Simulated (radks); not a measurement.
Task: These are the eigenvalues of the occupied orbitals of an atom or ion with whole-number occupations (hartree). Calculated with a radial shooting solver on a logarithmic mesh with Libxc functionals: scalar-relativistic Kohn-Sham, exchange-only LDA, spin-unpolarised, spherical densities, finite nucleus; Fermi nuclear charge, rms radius of each element as measured or else 0.836 A^(1/3) + 0.57 fm.

orbital  eigenvalue
1s        -24.14657
2s         -1.03586
2p         -0.36319

Which element is it, and in what charge state? The configuration may be excited.

Result: Z = 9, fluorine, charge 0: F in [He] 2s2 2p5. The list shows which subshells hold electrons but not how many an open one holds; the 1s level, -24.147 hartree, gives Z - s = 6.9 by -(Z - s)^2/2, which with screening and relativity narrows Z to a few neighbours, and the depths of the outer levels then fix element, charge and occupations together.
